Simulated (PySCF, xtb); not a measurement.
Zn(SiH3)(OSiH3) (H₆OSi₂Zn), SMILES [Zn]([SiH3])[O][SiH3].

GFN2-xTB run with xtb at its own geometry gives an orbital gap of 3.56 eV and a dipole moment of 4.07 D.

Geometry: PBE0-D3(BJ)/def2-SVP. The structure was generated by enumeration; whether it is a known compound was not checked. One conformer was computed; it need not be the lowest.

**Question.** What does PySCF with r2SCAN/def2-TZVP give? (Estimate from the structure and the level; the computed values follow.)

**Answer.** gap 5.58 eV (levels -7.07 and -1.49 eV), dipole 1.97 D.
